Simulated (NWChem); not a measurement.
Species: C2H6BFO; SMILES CB(O)CF

```xyz
11

C     -0.5381     1.9847     0.0056
B      0.0645     0.5310    -0.0066
O      1.4076     0.3421    -0.0039
C     -0.8334    -0.7877    -0.0114
F      0.0157    -1.9217     0.0093
H      0.2319     2.7500    -0.1361
H     -1.3065     2.1191    -0.7675
H     -1.0371     2.1867     0.9646
H      1.5840    -0.6171     0.0010
H     -1.4677    -0.8630    -0.9058
H     -1.4998    -0.8536     0.8598
```
Atoms are numbered in this order, from 1.

Program: NWChem. Medium grid unless said otherwise, to which SCAN and Minnesota functionals are sensitive. Geometry: optimised at B3LYP/6-31G* (spherical d). B3LYP is NWChem's, with the RPA form of VWN correlation.

Q: Order these by “highest occupied level (eV)”, lowest first: r2SCAN/def2-TZVP; B3LYP/def2-TZVP; Hartree-Fock/def2-TZVP.

A: Hartree-Fock/def2-TZVP (-12.38), B3LYP/def2-TZVP (-8.42), r2SCAN/def2-TZVP (-7.39)
